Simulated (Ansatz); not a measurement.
Start from `C/C(O)=[N]\[SbH2]` and change one atom or group to get `C/C(O)=[N]\[AlH2]`.

Ansatz, PBE0-D4/def2-TZVP geometries, multiplicity 1. Each molecule was computed in one conformer, which needn't be the lowest.

Elements past krypton have def2 core potentials.

```json
{"property": "LUMO energy (B3LYP/def2-TZVPP) / eV", "`C/C(O)=[N]\\[SbH2]`": "-0.78"}
{"property": "LUMO energy (ωB97M-V/def2-TZVPP) / eV", "`C/C(O)=[N]\\[SbH2]`": "1.12"}
{"property": "HOMO energy (PBE/def2-TZVPP) / eV", "`C/C(O)=[N]\\[SbH2]`": "-5.67"}
{"property": "LUMO energy (PBE0/def2-TZVPP) / eV", "`C/C(O)=[N]\\[SbH2]`": "-0.54"}
{"property": "size of the dipole moment (ωB97M-V/def2-TZVPP) / D", "`C/C(O)=[N]\\[SbH2]`": "1.14"}
{"property": "HOMO energy (PBE0/def2-TZVPP) / eV", "`C/C(O)=[N]\\[SbH2]`": "-6.80"}
```

What does the change do to each property? (Estimate.)

Ansatz gave: 
```
                                          property  `C/C(O)=[N]\[AlH2]`  shift
               LUMO energy (B3LYP/def2-TZVPP) / eV                -0.94  -0.16
             LUMO energy (ωB97M-V/def2-TZVPP) / eV                 0.86  -0.26
                 HOMO energy (PBE/def2-TZVPP) / eV                -5.89  -0.22
                LUMO energy (PBE0/def2-TZVPP) / eV                -0.73  -0.19
size of the dipole moment (ωB97M-V/def2-TZVPP) / D                 1.13  -0.01
                HOMO energy (PBE0/def2-TZVPP) / eV                -7.17  -0.37
```

With PBE0 the HOMO falls by 0.37 eV and the LUMO falls by 0.19 eV, so the gap widens by about 0.18 eV. PBE moves the HOMO by -0.22 eV and ωB97M-V by -0.58 eV. Dipoles are sizes alone; their direction can turn.

B3LYP here is the variant with VWN-RPA as its local correlation; programs differ in this.

Spin–orbit coupling is left out; it splits and shifts lone-pair levels of the heavy atoms by tenths of an eV.
